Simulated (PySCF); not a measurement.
SMILES [CH]1CC[SiH2]1, doublet (PBE0/def2-SVP optimised geometry):

```
11

C     -0.460    -1.021     1.639
C      1.025    -0.911     1.411
C      1.058    -0.245     0.000
Si    -0.850    -0.245     0.000
H     -0.935    -1.445     2.528
H      1.536    -1.894     1.435
H      1.533    -0.302     2.185
H      1.539     0.744    -0.013
H      1.538    -0.865    -0.772
H     -1.538     1.088     0.000
H     -1.539    -1.088    -1.032
```

Method: unrestricted PBE0/def2-TZVP run with PySCF 2.14.0.

Problem. What are the frontier orbital energies (α orbitals alone; a β orbital can be the lowest empty one) and the dipole moment?

Solution. HOMO-2 -8.78 eV, HOMO-1 -8.10 eV, HOMO -6.20 eV, LUMO 0.33 eV, LUMO+1 1.08 eV; dipole moment 0.76 D.

On the same geometry PySCF 2.14.0 with unrestricted PBE/def2-TZVP gives HOMO-2 -7.43 eV, HOMO-1 -6.85 eV, HOMO -4.90 eV, LUMO -0.50 eV, LUMO+1 0.27 eV; dipole moment 0.83 D.

Meta-Löwdin charges at PBE0/def2-TZVP: C1 -0.35, C2 -0.20, C3 -0.46, Si4 0.60, H5 0.12, H6 0.12, H7 0.12, H8 0.12, H9 0.12, H10 -0.10, H11 -0.10.
